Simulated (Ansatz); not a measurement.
A single point on C2H7NOSi, SMILES `C1CO[SiH2]N1`.

```yaml
crystal:
  periodic: [false, false, false]
  atoms:
    - {symbol: C, position_ang: [-0.671598, 0.809413, 0.399543]}
    - {symbol: C, position_ang: [-0.115119, -0.327718, 1.252597]}
    - {symbol: O, position_ang: [1.022939, -0.866526, 0.590880]}
    - {symbol: Si, position_ang: [0.892237, -0.657229, -1.044970]}
    - {symbol: N, position_ang: [-0.497641, 0.354776, -0.973290]}
    - {symbol: H, position_ang: [-1.727144, 0.976479, 0.637146]}
    - {symbol: H, position_ang: [-0.125391, 1.740313, 0.610269]}
    - {symbol: H, position_ang: [-0.871154, -1.112904, 1.371893]}
    - {symbol: H, position_ang: [0.187320, 0.019463, 2.242785]}
    - {symbol: H, position_ang: [2.145302, -0.051533, -1.575911]}
    - {symbol: H, position_ang: [0.649734, -1.923087, -1.785445]}
    - {symbol: H, position_ang: [-0.812484, 0.983354, -1.691500]}
basis:
  gaussian: {orbitals: def2-TZVPP}
hamiltonian: {xc: pbe}
correlation: {method: rpa}
```

```sh
$ ansatz run in.yaml --threads 4 --pin off --events-out ev --progress --plain
```

It prints (some lines left out):

```
Functional definition: PBE
1557 factors; integrals over basis functions are off by at most 1.3e-3 eV
mean field evaluation 1: about -13580.8466 eV, gradient 8.5e1 eV
mean field evaluation 2: about -13580.8384 eV, gradient 8.5e1 eV
mean field evaluation 4: about -13594.7277 eV, gradient 1.8e1 eV
mean field evaluation 8: about -13595.4811 eV, gradient 3.6e-1 eV
mean field evaluation 16: about -13595.4805 eV, gradient 1.0e-4 eV
mean field -13595.48046971 eV, -499.6246919141 hartree, gradient 5.1e-6 eV, S^2 0.000000; 0 other end points of the search recorded, 0 dependent functions left out
9 core orbitals not correlated: weight in the atoms' cores, before any rotation towards them, 1.000 or more for the frozen orbitals, at most 0.000 for the correlated occupied ones
reference -13555.29528087 eV, -498.1479134629 hartree; 15, 15 occupied and 240, 240 virtual orbitals, 1557 factors
Total energy: -13595.36395750 eV, -499.6204101693 hartree
```

It took 11 s on 4 threads of a server CPU on a shared host, with 0.71 GiB of host memory at the peak.
